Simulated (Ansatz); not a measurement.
B$_{2}$H$_{8}$SiSn, SMILES `B[B]([SiH3])[SnH3]`, relaxed with RKS PBE-D4/def2-SVP in Ansatz from a rough embedded geometry. The force threshold is 0.03 eV/Å; the program also tests the step.

Total charge 0; spin multiplicity 1. Sn: def2 effective core potential.

Start:

```xyz
12

B     1.513   -0.549    1.038
B     0.307   -0.056    0.124
Si    0.615    1.277   -1.225
Sn   -1.762   -0.849    0.453
H     1.372   -1.422    1.889
H     2.658   -0.128    0.923
H     1.088    2.554   -0.573
H     1.568    0.848   -2.169
H    -0.644    1.634   -1.918
H    -2.236   -0.572    2.047
H    -1.654   -2.618    0.117
H    -2.826   -0.119   -0.706
```

Problem. By how much does the energy fall, and how many steps does the optimiser take? (Best estimate.)

Solution. The calculation gave: 38.03 kcal/mol, in 23 steps, 1 of them rejected.

Problem. Which bonds change most? (Estimate.)

Solution. Computed: B2–Sn4 from 2.241 to 2.355 Å; Si3–H8 from 1.409 to 1.505 Å; B2–Si3 from 1.921 to 1.996 Å; Sn4–H11 from 1.804 to 1.731 Å.

Problem. Give the relaxed structure. (Best estimate.)

Solution. The calculation gave: 
```xyz
12

B     1.282   -0.595    1.291
B     0.701    0.066   -0.019
Si    0.647    1.152   -1.693
Sn   -1.410   -0.706    0.683
H     1.586   -1.778    1.346
H     1.293    0.022    2.348
H     0.259    2.540   -1.238
H     1.971    1.235   -2.402
H    -0.398    0.680   -2.670
H    -1.558   -1.480    2.220
H    -1.925   -1.816   -0.541
H    -2.447    0.679    0.674
```
